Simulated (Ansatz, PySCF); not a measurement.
SiH3Cl, SMILES [SiH3]Cl. Atoms are numbered in the order given.

```xyz
5

Si     0.0000     0.0000    -0.9682
Cl     0.0000     0.0000     1.0981
H      1.2122     0.6999    -1.4360
H     -1.2122     0.6999    -1.4360
H      0.0000    -1.3997    -1.4360
```

The structure is a stationary point at B3LYP-D3(BJ)/def2-TZVP. The isomer is the one that the SMILES or the coordinates give; other isomers of the formula were not compared.

Two levels are set side by side: PBE-D3(BJ)/def2-TZVP (Ansatz, a program for electronic structure) and B3LYP-D3(BJ)/def2-TZVP (Ansatz). Each level has its own optimised geometry; the coordinates shown are those of the second. Frequencies come from the Hessian of PySCF at each geometry. Differences are taken from unrounded values.

```json
[
 {"quantity": "mean bond length (Å)", "B3LYP-D3(BJ)": "1.623"},
 {"quantity": "bond Si1–Cl2 (Å)", "B3LYP-D3(BJ)": "2.066"},
 {"quantity": "bond Si1–H3 (Å)", "B3LYP-D3(BJ)": "1.476"},
 {"quantity": "bond Si1–H4 (Å)", "B3LYP-D3(BJ)": "1.476"},
 {"quantity": "bond Si1–H5 (Å)", "B3LYP-D3(BJ)": "1.476"},
 {"quantity": "highest harmonic wavenumber (cm⁻¹)", "B3LYP-D3(BJ)": "2263"},
 {"quantity": "mean harmonic wavenumber (cm⁻¹)", "B3LYP-D3(BJ)": "1279"},
 {"quantity": "zero-point energy (kcal/mol)", "B3LYP-D3(BJ)": "16.45"}
]
```

Task: What does PBE-D3(BJ) give, and how far is it from B3LYP-D3(BJ)? (An estimate is asked for; the answer gives what the named calculation found.)

Result: 
```
quantity                            PBE-D3(BJ)  PBE-D3(BJ) minus B3LYP-D3(BJ)
----------------------------------  ----------  -----------------------------
mean bond length (Å)                     1.635                          0.011
bond Si1–Cl2 (Å)                         2.068                          0.002
bond Si1–H3 (Å)                          1.490                          0.015
bond Si1–H4 (Å)                          1.490                          0.015
bond Si1–H5 (Å)                          1.490                          0.015
highest harmonic wavenumber (cm⁻¹)        2196                            -66
mean harmonic wavenumber (cm⁻¹)           1235                            -44
zero-point energy (kcal/mol)             15.89                          -0.57
```

GGA bonds tend to be longer and softer than those of functionals with exact exchange. Differences between two approximate levels are no errors against the true value.
